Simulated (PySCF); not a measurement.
## L and K shells in ZnCl2(NH3)2

Species: ZnCl2(NH3)2 (singlet state).
Structure used (PBE0-D3(BJ)/def2-SVP), in Å, numbered top down from 1:
```xyz
11
Cl2H6N2Zn angstrom
Zn     0.6834    0.0072    0.4257
Cl     0.0284   -0.0421    2.5329
Cl     2.4987    0.1607   -0.8046
N     -0.3394    1.7515   -0.2206
H      0.1313    2.4952    0.2965
H     -1.3278    1.8074    0.0217
H     -0.2177    1.9555   -1.2122
N     -0.2422   -1.8003   -0.2062
H     -0.4235   -1.9364   -1.2001
H     -1.1029   -1.9516    0.3203
H      0.4098   -2.5326    0.0774
```

Method used: delta-SCF UKS SCAN, pcX-2 on the ionised atom (unc-x2c-TZVPall on a metal), pcseg-1 elsewhere, spin-free X2C (PySCF 2.14.0). Binding energies are ΔSCF values: E(core-ionised, relaxed orbitals) − E(ground state) at a fixed geometry, referred to the vacuum level. Spin–orbit coupling isn't in the SCF: each 2p doublet comes from a relaxed spin-free hole plus a matrix of the shell (mean-field spin–orbit coupling and the ground-state 2p splitting), with 2p3/2 averaged over its two sublevels. The splitting includes the ligand field, and 2p3/2 is the mean of two sublevels.

When a 2p electron fills a 1s hole, the emitted photon carries the energy difference of the two hole states (Kα1 from 2p3/2, Kα2 from 2p1/2), here at the ground state's geometry.

```csv
atom,Kα1 (eV),Kα2 (eV),2p3/2 binding energy (eV)
Cl2/Cl3,2622.60,2620.94,203.87
```

Problem. What are the 1s and 2p1/2 binding energies?

Solution. 1s = Kα1 + 2p3/2, and 2p1/2 = 1s − Kα2:

```tsv
atom	environment	1s (eV)	2p1/2 (eV)
Cl2/Cl3	chlorine bonded to Zn	2826.47	205.53
```

2p1/2 minus 2p3/2 by element: Cl (Z = 17) 1.65 eV, Zn (Z = 30) 24.16 eV.

Problem. And the 1s levels of the other atoms?

Solution. N4/N8 (nitrogen bonded to Zn and 3 H) 407.20 eV.

One atom of each set of topologically equivalent atoms was ionised and stands for the set; in this conformer not all members are related by symmetry, and their own values weren't computed. Satellites of the metal's 2p lines aren't described. Isolated species at its PBE0-D3(BJ)/def2-SVP geometry, gas phase. Metal 2p energies of this one-determinant scheme are less reliable than its 1s energies.

Hardware: one thread, AMD EPYC 9R45 (x86_64), shared host with 96 logical CPUs at a one-minute load of 30. Cost: 13 s, 0.58 GiB resident at most.
